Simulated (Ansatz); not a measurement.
Stepwise reaction of `Cl[Si](Br)(Br)Br` with hydrogen chloride, as a gas-phase model of exchange steps in deposition or etching. ΔE in kJ/mol; ΔG adds harmonic PBE0-D4 terms to CCSD(T)/CBS, at 1 bar.

Program: Ansatz. Geometries: PBE0-D4/def2-TZVP. ΔE: electronic, gas phase. CCSD(T)/CBS adds triple-zeta CCSD(T) − MP2 to the extrapolated MP2 energy (def2 sets, frozen cores). This one scheme is used for every species. DFT in def2-TZVPP. B3LYP here is the variant with VWN-RPA as its local correlation; programs differ in this. For Br outer-core shells are correlated without core-valence functions, which leaves a few kJ/mol of doubt a bond. Scalar relativity is left out up to krypton.

| step | reaction | PBE-D4 | B3LYP-D4 | ωB97M-V | CCSD(T)/CBS | ΔG(600 K) |
| --- | --- | --- | --- | --- | --- | --- |
| 2 | `Cl[Si](Cl)(Br)Br` + HCl → `Cl[Si](Cl)(Cl)Br` + HBr | -4.5 | -6.3 | -7.1 | -3.4 | -2.5 |
| 3 | `Cl[Si](Cl)(Cl)Br` + HCl → `Cl[Si](Cl)(Cl)Cl` + HBr | -5.0 | -6.9 | -7.6 | -3.8 | 2.1 |

(1) Give the row of step 1, `Cl[Si](Br)(Br)Br` + HCl → `Cl[Si](Cl)(Br)Br` + HBr. (An estimate is asked.)

(2) By hand: ΔE of the 3 steps together at CCSD(T)/CBS.

## Answers

(1) The calculation gave: 
| step | reaction | PBE-D4 | B3LYP-D4 | ωB97M-V | CCSD(T)/CBS | ΔG(600 K) |
| --- | --- | --- | --- | --- | --- | --- |
| 1 | `Cl[Si](Br)(Br)Br` + HCl → `Cl[Si](Cl)(Br)Br` + HBr | -3.9 | -5.8 | -6.7 | -3.1 | -6.2 |

(2) (-3.1) + (-3.4) + (-3.8) = -10.3 kJ/mol, or -3.4 kJ/mol a step.

In ΔE the steps differ by no more than 0.7 kJ/mol. ΔG lies between -6.2 and 2.1 kJ/mol a step. PBE-D4 differs from CCSD(T)/CBS by -1.2 to -0.8 kJ/mol a step. Isolated molecules leave out the surface, adducts and barriers. Largest T1 diagnostic: 0.009.
